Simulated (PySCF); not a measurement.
Can point charges reproduce the dipole moment of `C=N[Si@@H](F)N([SiH3])[SiH2]C[SiH3]`?

Coordinates (GFN2-xTB, Å) and charges (e) from the PBE0/pcSseg-1 density (PySCF):

| atom | x | y | z | Mulliken | IAO | Hirshfeld | ESP-fitted |
| --- | --- | --- | --- | --- | --- | --- | --- |
| C1 | -2.584 | -2.025 | 0.034 | +0.0634 | -0.0604 | +0.0430 | +0.1467 |
| N2 | -1.640 | -1.445 | -0.544 | -0.5791 | -0.5479 | -0.2233 | -0.5226 |
| Si3 | -1.572 | 0.063 | -1.379 | +1.1974 | +1.3651 | +0.4730 | +0.9658 |
| F4 | -3.043 | 0.713 | -1.569 | -0.4335 | -0.5357 | -0.1993 | -0.3490 |
| N5 | -0.627 | 1.185 | -0.473 | -1.0837 | -1.0413 | -0.3472 | -0.6186 |
| Si6 | -1.433 | 2.351 | 0.544 | +0.6382 | +0.7453 | +0.3458 | +0.4913 |
| Si7 | 1.102 | 0.907 | -0.480 | +0.7539 | +0.8800 | +0.3680 | +0.4876 |
| C8 | 1.525 | -0.689 | 0.443 | -0.8666 | -0.8443 | -0.2525 | -0.3941 |
| Si9 | 3.358 | -1.161 | 0.401 | +0.4791 | +0.6031 | +0.3102 | +0.3881 |
| H10 | -3.610 | -1.651 | 0.079 | +0.1108 | +0.1196 | +0.0521 | +0.0747 |
| H11 | -2.398 | -2.976 | 0.529 | +0.1185 | +0.1440 | +0.0537 | +0.0693 |
| H12 | -1.075 | -0.190 | -2.714 | -0.1172 | -0.1538 | -0.0714 | -0.1439 |
| H13 | -2.214 | 1.655 | 1.576 | -0.1005 | -0.1428 | -0.0834 | -0.1037 |
| H14 | -0.381 | 3.153 | 1.164 | -0.1052 | -0.1236 | -0.0742 | -0.0953 |
| H15 | -2.303 | 3.179 | -0.290 | -0.0770 | -0.1246 | -0.0766 | -0.0961 |
| H16 | 1.705 | 2.085 | 0.147 | -0.0733 | -0.1263 | -0.0762 | -0.0886 |
| H17 | 1.502 | 0.832 | -1.891 | -0.0601 | -0.1363 | -0.0799 | -0.1141 |
| H18 | 0.930 | -1.498 | 0.020 | +0.2036 | +0.1777 | +0.0342 | +0.0875 |
| H19 | 1.206 | -0.593 | 1.482 | +0.1700 | +0.1639 | +0.0438 | +0.1340 |
| H20 | 4.164 | -0.123 | 1.050 | -0.0805 | -0.1236 | -0.0807 | -0.1126 |
| H21 | 3.560 | -2.426 | 1.119 | -0.0812 | -0.1164 | -0.0799 | -0.1071 |
| H22 | 3.817 | -1.325 | -0.979 | -0.0770 | -0.1215 | -0.0789 | -0.0994 |

**Question.** Compute μ = Σ q r for each scheme (1 e·Å = 4.803 D) and compare with the dipole of the full density.

**Answer.** The full density gives (-0.77, -1.03, 1.23) D, 1.78 D in size; dipole vectors point from the negative to the positive end.

| scheme | μx | μy | μz | size (D) | share of the full size (%) | angle to the full dipole (°) |
| --- | --- | --- | --- | --- | --- | --- |
| Mulliken | 1.19 | -0.67 | 0.21 | 1.39 | 78 | 89 |
| IAO | 2.02 | -0.41 | 0.54 | 2.13 | 120 | 97 |
| Hirshfeld | -0.17 | -0.81 | 0.53 | 0.99 | 56 | 22 |
| ESP-fitted | -0.76 | -1.00 | 1.26 | 1.78 | 100 | 1 |

**Question.** Which set comes closest?

**Answer.** Length of the difference vector: ESP-fitted 0.04 D, Hirshfeld 0.94 D, Mulliken 2.24 D, IAO 2.93 D. Closest: ESP-fitted. The schemes that divide the density aren't constrained to reproduce the dipole.

**Question.** What is left for the Hirshfeld atoms' own dipoles?

**Answer.** The shares of the density sum to the whole, so what Σ q r misses lies in dipoles about the nuclei. The atomic dipoles sum to (-0.77, -1.03, 1.23) − (-0.17, -0.81, 0.53) = (-0.60, -0.22, 0.70) D, 0.94 D in size.

**Question.** With the origin at the mean of the coordinates, (0.000, 0.001, -0.079) Å, which are the largest single terms, by size, of the Mulliken dipole along the direction of the full one?

**Answer.** Si7 -4.63, N5 +3.59, N2 -3.40, H11 +1.81, Si3 -1.49 D; all 22 atoms together +0.02 D. The single terms depend on the origin, their sum doesn't.

**Question.** Give the size of the full dipole in other units.

**Answer.** 1.78 D = 0.700 au = 0.370 e·Å = 5.94 × 10⁻³⁰ C·m.

One conformer (not necessarily the lowest) at the GFN2-xTB geometry, without solvent, vibrations or thermal averaging.

The run behind these numbers computed NMR shieldings as well. The run took 71 s of wall time on an Arm Neoverse V1 with one thread, shared host, and the process peaked at 1.2 GiB of memory.

The values belong to the conformer `[CH2:1]=[N:2][Si@@H:3]([F:4])[N:5]([SiH3:6])[SiH2:7][CH2:8][SiH3:9]`: C1–N2–Si3–F4 -8°, N2–Si3–N5–Si6 -98°, Si3–N5–Si7–C8 -67°, N5–Si7–C8–Si9 176°.
